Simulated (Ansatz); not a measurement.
Program: Ansatz. Geometries: PBE0-D4/def2-TZVP. ΔE: electronic, gas phase. CBS: MP2 limit from def2 TZ/QZ plus the TZ coupled-cluster correction, frozen cores. This one scheme is used for every species. DFT in def2-TZVPP. B3LYP here is the variant with VWN-RPA as its local correlation; programs differ in this. Each species was taken in one conformer, which may not be the lowest.

Consider the silylene formation by 1,1-elimination: `O[SiH](F)[SiH2]Cl` → `O[Si]F` + `[SiH3]Cl`.

Task: Is it downhill or uphill in electronic energy at CCSD(T)/CBS, and by how much? (Best estimate.)

Result: The calculation gave: Uphill: ΔE = +1.28 eV.

Task: What do these levels give: LDA (SPW92), PBE-D4, r2SCAN-D4, B3LYP-D4, CAM-B3LYP-D4, r2SCAN0, MP2/def2-SVP, CCSD/def2-SVP, HF/def2-TZVPP, MP2/def2-TZVPP, CCSD(T)/def2-TZVPP, SCS-MP2/def2-QZVPP? (An estimate is asked.)

Result: Computed: LDA (SPW92) 1.51, PBE-D4 1.32, r2SCAN-D4 1.46, B3LYP-D4 1.21, CAM-B3LYP-D4 1.24, r2SCAN0 1.46, MP2/def2-SVP 1.18, CCSD/def2-SVP 1.06, HF/def2-TZVPP 1.14, MP2/def2-TZVPP 1.29, CCSD(T)/def2-TZVPP 1.21, SCS-MP2/def2-QZVPP 1.25 eV.

Largest T1 diagnostic among the species: 0.015.

In def2-TZVPP, CCSD(T) changes the Hartree–Fock value by +0.07 eV (the triples alone add +0.02 eV) and MP2 by +0.15 eV. The D4 term adds +0.17 eV with B3LYP and +0.10 eV with PBE0; it sums over pairs of atoms, weighted by their polarisabilities, and B3LYP, whose exchange is more repulsive, gets the larger term.
